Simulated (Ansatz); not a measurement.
```yaml
crystal:
  periodic: [false, false, false]
  atoms:
    - {symbol: C, position_ang: [-1.453220, 0.375930, -0.247876]}
    - {symbol: C, position_ang: [-0.782399, -0.584839, -0.065119]}
    - {symbol: C, position_ang: [0.608430, -0.273365, -0.096368]}
    - {symbol: Ge, position_ang: [0.556663, -0.136961, -1.506224]}
    - {symbol: Si, position_ang: [0.829136, 0.474322, 0.380084]}
    - {symbol: F, position_ang: [0.831136, 1.265610, 0.145494]}
    - {symbol: In, position_ang: [0.386993, 0.374404, 2.125701]}
    - {symbol: H, position_ang: [-2.097332, 0.136213, -0.193333]}
    - {symbol: H, position_ang: [-0.979542, 0.849062, 0.163735]}
    - {symbol: H, position_ang: [-1.193146, 0.462410, -1.069573]}
    - {symbol: H, position_ang: [-0.874570, -0.935788, -0.312445]}
    - {symbol: H, position_ang: [-0.937210, -0.772573, 0.534524]}
    - {symbol: H, position_ang: [0.716731, -0.928728, -0.124467]}
    - {symbol: H, position_ang: [1.454406, -0.301789, -1.605918]}
    - {symbol: H, position_ang: [0.190361, 0.784313, -1.832890]}
    - {symbol: H, position_ang: [0.090864, -1.116822, -2.294333]}
    - {symbol: H, position_ang: [1.724635, 0.295046, 0.295128]}
    - {symbol: H, position_ang: [-0.071214, 1.001424, 2.774975]}
    - {symbol: H, position_ang: [0.331496, -0.745570, 2.828730]}
basis:
  gaussian: {orbitals: def2-SVP}
hamiltonian: {xc: {name: HF}}
correlation: {method: mp2}
```

```sh
$ ansatz run in.yaml --threads 4 --pin off --events-out ev --progress --plain --max-ram 46080MiB --backend cpu
```

Shortened log:

```
Functional definition: HF
1996 factors; integrals over basis functions are off by at most 7.9e-4 eV
mean field evaluation 1: about -75169.4134 eV, gradient 1.2e2 eV
mean field evaluation 2: about -75169.4532 eV, gradient 1.2e2 eV
mean field evaluation 4: about -75196.5770 eV, gradient 2.0e1 eV
mean field evaluation 8: about -75197.7767 eV, gradient 3.7e-1 eV
mean field -75197.77814702 eV, -2763.4673760183 hartree, gradient 4.2e-6 eV, S^2 0.000000; 2 other end points of the search recorded, 0 dependent functions left out
22 core orbitals not correlated: weight in the atoms' cores, before any rotation towards them, 0.986 or more for the frozen orbitals, at most 0.004 for the correlated occupied ones
reference -75197.77814702 eV, -2763.4673760183 hartree; 31, 31 occupied and 139, 139 virtual orbitals, 1996 factors
second order -31.40107988 eV of doubles, -0.00000000 eV of singles
Total energy: -75229.17922690 eV, -2764.6213444194 hartree
```

In this input the geometry is squeezed to about two thirds of its size. The run converged. The result belongs to that input, not to the molecule as meant.
